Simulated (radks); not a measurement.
Initial-state core-level shifts of neutral lutetium when its valence configuration changes from [Xe] 4f14 5d1 6s2. Calculated with a radial shooting solver on a logarithmic mesh with Libxc functionals: non-relativistic Kohn-Sham, LDA (Slater exchange, Perdew-Wang correlation), spin-unpolarised, spherical densities, point nucleus; relativity is left out, which matters for an element this heavy. Shifts are changes of the shell-averaged eigenvalues in eV (positive: less bound); the change of the density at the nucleus, which sets a Mossbauer isomer shift, is in e/bohr^3, on a base of 2.554e+05.

valence,2p,3p,4p,5p,density at nucleus
4f14 6s2 6p1,-3.717,-3.672,-3.700,-3.488,+4.88
4f13.5 5d1 6s2 6p0.5,-6.280,-6.784,-6.335,-3.320,+9.21
4f14 5d1 6s1 6p1,-1.211,-1.210,-1.213,-1.198,-7.75
4f14 5d1 6s1.5 6p0.5,-0.618,-0.617,-0.619,-0.612,-3.74
4f13 5d2 6s2,-9.017,-10.112,-9.102,-3.093,+13.86
4f12 5d1 6s2 6p2,-27.435,-29.701,-27.299,-13.708,+40.87
4f13 5d1 6s2 6p1,-12.984,-14.036,-13.039,-6.737,+19.17
4f14 5d2 6s1,+1.755,+1.734,+1.753,+1.658,-9.99
4f14 6s1 6p2,-4.885,-4.836,-4.869,-4.621,-4.54
